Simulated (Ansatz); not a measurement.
`CBN[SiH3]` + `N1[SiH2]P1` → `[SiH3]N1[SiH2]P1` + `CBN` at 700 K and 1 bar (ligand exchange at the Si–N bond).

Isolated molecules relaxed with PBE0-D4/def2-TZVP in Ansatz; ΔE leaves out vibrations. CCSD(T)/CBS adds triple-zeta CCSD(T) − MP2 to the extrapolated MP2 energy (def2 sets, frozen cores). Each species was taken in one conformer, which may not be the lowest.

```
           species  CCSD(T)/CBS energy (Eh)  H − E (kJ/mol)  S (J/(mol·K))
       `CBN[SiH3]`               -411.50704           320.4          452.3
      `N1[SiH2]P1`               -687.10203           162.2          362.8
`[SiH3]N1[SiH2]P1`               -977.41004           228.2          463.8
             `CBN`               -121.21267           256.5          356.6
```

H − E and S are ideal-gas, rigid-rotor, harmonic terms from PBE0-D4/def2-TZVP, for one conformer and one mirror image of each species. 1 Eh = 2625.50 kJ/mol, R = 8.31446 J/(mol·K).

Task: By hand: ΔE, ΔH, ΔS and ΔG.

Result: ΔE = (-977.41004) + (-121.21267) − (-411.50704) − (-687.10203) = -0.01364 Eh = -35.8 kJ/mol. Δ(H − E) = 228.2 + 256.5 − 320.4 − 162.2 = 2.1, so ΔH = -33.7 kJ/mol. ΔS = 463.8 + 356.6 − 452.3 − 362.8 = 5.3 J/(mol·K). ΔG = -33.7 − 700 × (5.3)/1000 = -37.4 kJ/mol.

Task: By hand: the equilibrium constant, and the temperature at which ΔG would vanish if ΔH and ΔS stayed fixed.

Result: log₁₀ K = −ΔG/(RT ln 10) = 2.8. ΔH and −TΔS have one sign here, so there is no such temperature.

The number of gas molecules stays the same, so ΔS is small and ΔH decides. A doubt of 5 kJ/mol in ΔE shifts log₁₀ K by 0.4 here. Other conformers and mirror images would add mixing entropy, several J/(mol·K) or more a flexible species. These are equilibria of isolated gas molecules and say nothing of rates. Largest T1 diagnostic: 0.015 (customary marks: 0.02 for closed shells, 0.045 for open ones).

ΔS is within the doubt of such terms, so its sign, and with it that verdict, could turn.
